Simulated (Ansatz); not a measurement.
Breaking a bond: Al(Me)2(H), C2H7Al, SMILES [CH3][AlH][CH3]. The Al1–C7 bond (Al1 also carries C, H; C7 carries H, H, H) is varied alone, starting from the PBE0/def2-SVP optimised geometry.

Levels: RKS-PBE = restricted PBE/cc-pVDZ (Ansatz, a program for electronic structure); UKS-PBE = unrestricted PBE/cc-pVDZ run with Ansatz; RKS-PBE0 = restricted PBE0/cc-pVDZ run with Ansatz; UCCSD(T) = CCSD(T) on UHF/cc-pVDZ, frozen core in Ansatz.

Energies relative to the lowest point of each curve near equilibrium, in kJ/mol; the last columns give the difference from UCCSD(T):

```tsv
R / Å	RKS-PBE	UKS-PBE	RKS-PBE0	UCCSD(T)	RKS-PBE − UCCSD(T)	UKS-PBE − UCCSD(T)	RKS-PBE0 − UCCSD(T)
1.62	144.3	144.3	141.2	153.8	-9.5	-9.5	-12.6
1.71	70.2	70.2	67.4	75.4	-5.2	-5.2	-8.0
1.82	20.8	20.8	19.0	22.8	-2.0	-2.0	-3.8
1.91	3.3	3.3	2.6	3.9	-0.6	-0.6	-1.3
1.96	0.0	0.0	0.0	0.1	-0.1	-0.1	-0.1
2.01	0.2	0.2	0.9	0.0	0.2	0.2	0.9
2.09	6.1	6.1	8.2	5.9	0.2	0.2	2.3
2.20	22.4	22.4	26.6	22.7	-0.3	-0.3	3.9
2.37	58.2	58.2	65.9	60.2	-2.0	-2.0	5.8
2.56	104.6	104.6	116.7	109.1	-4.4	-4.4	7.6
2.85	175.4	175.4	194.5	184.8	-9.4	-9.4	9.6
3.19	248.3	248.3	275.8	262.8	-14.5	-14.5	13.0
3.64	323.0	319.9	361.6	332.3	-9.3	-12.4	29.3
4.13	379.6	354.3	429.5	358.6	21.0	-4.3	70.9
4.76	424.7	370.0	487.1	365.3	59.4	4.7	121.8
5.65	456.1	375.7	531.1	366.9	89.2	8.8	164.2
```

RKS-PBE is furthest from UCCSD(T) at 5.65 (89.2 kJ/mol, above); its mean absolute difference over the points is 14.2 kJ/mol.

UKS-PBE is furthest from UCCSD(T) at 3.19 (-14.5 kJ/mol, below); its mean absolute difference over the points is 4.9 kJ/mol.

RKS-PBE0 is furthest from UCCSD(T) at 5.65 (164.2 kJ/mol, above); its mean absolute difference over the points is 28.5 kJ/mol.

The restricted form behind RKS-PBE, RKS-PBE0 keeps the bonding electrons paired and can't separate into open-shell fragments. The unrestricted solution behind UKS-PBE changes between 3.64 and 4.13 Å, which can leave a kink. The unrestricted determinant behind UKS-PBE is spin-contaminated at 3.64 to 5.65 Å (<S²> up to 1.0, against 0.00 for a pure singlet). The unrestricted determinant behind UCCSD(T) is spin-contaminated at 2.85 to 5.65 Å (<S²> up to 1.0, against 0.00 for a pure singlet).
